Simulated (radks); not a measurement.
The numbers below are computed, except where a source is named.
Q: Species: Pt LXIX. Configuration: [Ne] (the NIST ground configuration). Level of theory: scalar-relativistic Kohn-Sham, SCAN, spin-polarised, spherical densities, finite nucleus; meta-GGA in the generalised Kohn-Sham scheme; Fermi nuclear charge, rms radius 5.427 fm (a radial shooting solver on a logarithmic mesh with Libxc functionals). Some entries of the table are withheld. Estimate them.

| orbital | occ. | eigenvalue (eV) | <r> (bohr) | <r^2> (bohr^2) |
|---|---|---|---|---|
| 1s | 2 | -84760.54 | 0.01714 | 0.0004054 |
| 2s | 2 | -19716.28 | 0.07122 | (1) |
| 2p | 6 | (2) | 0.06395 | 0.004979 |

A: 
(1) 2s <r^2> (bohr^2): 0.005994
(2) 2p eigenvalue (eV): -17918.89
